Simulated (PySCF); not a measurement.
C3H6BFN2, SMILES NCC#CB(N)F.

Geometry: PBE-D3(BJ)/def2-SVP. This is a generated structure with no PubChem entry under its InChIKey; it may be hypothetical. The values are those of a single conformer.

All values below come from PBE-D3(BJ)/def2-SVP (PySCF).

Harmonic, unscaled wavenumbers; measured fundamentals usually lie a few per cent lower.

Computed vibrational spectrum:
```
mode  ν (cm⁻¹)  IR (km/mol)  moving atoms (share of kinetic energy)
----  --------  -----------  --------------------------------------
1           24          3.5           N 43 %, H 29 %, C 19 %, F 8 %
2           77          4.7          N 32 %, C 27 %, F 26 %, H 14 %
3          124         12.2                   C 59 %, H 25 %, N 8 %
4          187          3.1                  N 35 %, H 31 %, C 25 %
5          253         40.1                  H 70 %, C 16 %, N 11 %
6          345          4.5          F 36 %, C 30 %, H 17 %, N 16 %
7          356          4.6                          C 65 %, H 25 %
8          437        148.9                          H 71 %, N 18 %
9          448         16.0          C 45 %, H 22 %, F 14 %, N 13 %
10         549          8.0                  C 61 %, N 18 %, H 12 %
11         563          0.9                          H 86 %, C 10 %
12         624         11.5          B 47 %, C 22 %, H 12 %, N 11 %
13         631         21.8          B 36 %, C 31 %, H 13 %, N 12 %
14         803        138.2                          H 79 %, N 14 %
15         856          4.2                  H 53 %, N 25 %, F 22 %
16         949         12.7                   H 50 %, C 39 %, N 8 %
17         964         21.3                  C 55 %, H 23 %, N 18 %
18        1086         14.3                  C 38 %, H 35 %, N 23 %
19        1137          5.7                          H 86 %, C 11 %
20        1247         14.9                          H 81 %, C 12 %
21        1304        314.3           B 62 %, H 14 %, C 11 %, F 8 %
22        1359         81.1                          B 45 %, H 38 %
23        1369        138.0                  H 51 %, C 30 %, B 14 %
24        1408          4.9                                  H 94 %
25        1540        251.8                  H 58 %, N 24 %, B 17 %
26        1577         16.8                                  H 92 %
27        2247         97.7                                  C 99 %
28        2833         68.8                                  H 93 %
29        2961         15.4                                  H 92 %
30        3405          1.8                                  H 96 %
31        3492          0.7                           H 92 %, N 8 %
32        3530         59.9                                  H 96 %
33        3644         32.8                           H 91 %, N 9 %
```
